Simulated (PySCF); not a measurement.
Species: C4H6ClFOSi.
Structure used (GFN2-xTB), in Å, numbered top down from 1:
```
atom  x, y, z in Å
C1    -1.771    0.604   -0.068
C2    -0.353    0.176   -0.018
Si3    0.032   -1.694    0.055
C4     0.665    1.051   -0.021
Cl5    0.484    2.785   -0.083
C6     2.017    0.548    0.029
O7     2.336   -0.605    0.074
F8     2.978    1.491    0.023
H9    -1.873    1.686   -0.107
H10   -2.250    0.162   -0.940
H11   -2.294    0.221    0.808
H12   -1.321   -2.279    0.043
H13    0.704   -2.116   -1.165
H14    0.644   -2.031    1.332
```

Computed at PBE0/pcSseg-1 (PySCF, non-relativistic), with Q(35Cl) = −0.0817 b, Q(17O) = −0.0256 b: Cl5, 35Cl (I = 3/2): χzz = -77.64 MHz, η = 0.111; O7, 17O (I = 5/2): χzz = 8.431 MHz, η = 0.157.

Question: Find the zero-field quadrupole resonance frequencies of 35Cl at Cl5.

Answer: From ν = (|χ|/2)√(1 + η²/3): ν = 38.90 MHz (vinyl chlorine). For 37Cl the ratio of quadrupole moments, 0.7881, gives 30.66 MHz.

Question: Where would the pure quadrupole (NQR) lines of 17O at O7 fall for the rigid, isolated species?

Answer: From the eigenvalues of H = χ/[4I(2I − 1)] × [3Iz² − I(I + 1) + η(Ix² − Iy²)], steps between neighbouring levels, labelled as for η = 0: ±1/2↔±3/2 1.298 MHz, ±3/2↔±5/2 2.517 MHz (carbonyl oxygen).

Question: Apply the simplest Townes–Dailey estimate (no s hybridisation, no π bonding), ionic character = 1 − χzz/χ0, where χ0 is the coupling for one missing p electron along the bond: −109.74 MHz for 35Cl.

Answer: Cl5 on C4: 1 − (-77.64)/(-109.74) = 0.29. In this model a purely covalent bond gives χ0 and a free halide ion gives zero; s hybridisation or π bonding, where present, is counted here as ionic character.

In a crystal, neighbours and librations shift these lines. GFN2-xTB bond lengths can be off by several hundredths of an ångström, more for odd bonds, and the gradients follow them. These gradients aren't converged with respect to the basis.

One conformer stands for the species.
